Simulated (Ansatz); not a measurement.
Z-matrix (Å, degrees):
```
C
In 1 2.144
H 1 1.090 2 110.5
H 1 1.091 2 111.0 3 -121.8
H 1 1.093 2 109.3 3 119.2
C 2 2.161 1 118.9 3 -19.6
H 2 1.726 1 126.2 3 160.9
F 6 1.360 2 116.6 1 0.9
C 6 1.327 2 125.8 1 -179.1
H 9 1.082 6 119.5 2 -0.0
H 9 1.086 6 122.1 2 180.0
```

Charge 0, multiplicity 1. In takes the def2 core potential.

Problem. List the CAM-B3LYP/def2-TZVPP orbital energies in eV (Ansatz 0.2.0). (Best estimate.)

Solution. Computed: Occupied: -673.43, -280.60, -278.66, -278.48, -129.12, -85.90, -85.55, -85.52, -35.00, -23.15, -22.88, -22.67, -22.67, -22.65, -22.32, -20.47, -17.77, -15.32, -14.82, -14.22, -12.79, -12.73, -12.67, -12.41, -9.34, -9.00, -8.82. Lowest empty: -0.85, 0.85, 1.42, 1.58, 2.09, 2.61, 2.95, 3.48.
